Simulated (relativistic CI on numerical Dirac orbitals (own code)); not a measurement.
Er4+: M4,5 absorption edge

Computed with this model: Dirac-Coulomb-Breit CI, KLI orbitals optimised for each configuration, model QED, valence Slater integrals scaled by 0.8, multiplet model of core-to-valence dipole absorption; configurations [Xe] 4f10 → [Ar] 3d9 4s2 4p6 4d10 4f11 5s2 5p6; 10 K; Lorentzian 0.9 eV and Gaussian 0.4 eV FWHM. Energies are those of the free ion, without screening or charge transfer. The branching ratio is the share of the lower-energy edge in the whole absorption, uncertain by about 0.02 where the edges overlap. S is read from ⟨S²⟩ = S(S + 1).

free ion: ground-state S = 1.93, centroid 1414.11 eV, branching ratio 0.903. Peaks (eV, height): 1406.0 (21), 1408.1 (46), 1409.2 (64), 1411.2 (100), 1413.1 (23), 1414.2 (15), 1450.5 (18).

The statistical ratio of this edge is 3/5 = 0.600. Values above it arise where the holes sit mainly in the j = l + 1/2 valence subshell or the ground state has high spin; values below it where core-valence Coulomb terms move weight to the upper edge, as in nearly empty shells.

Strongest unbroadened transitions for free ion:

| Energy (eV) | Relative strength |
| --- | --- |
| 1406.00 | 19.9 |
| 1406.98 | 1.8 |
| 1408.02 | 37.8 |
| 1409.14 | 56.7 |
| 1410.01 | 9.3 |
| 1410.10 | 8.9 |
| 1410.34 | 4.5 |
| 1410.78 | 13.8 |
| 1411.28 | 100.0 |
| 1412.59 | 2.8 |
| 1413.21 | 15.5 |
| 1414.28 | 6.2 |
| 1414.72 | 4.9 |
| 1449.65 | 3.5 |
| 1450.27 | 10.9 |
| 1450.56 | 3.6 |
| 1450.80 | 1.2 |
| 1450.93 | 10.2 |
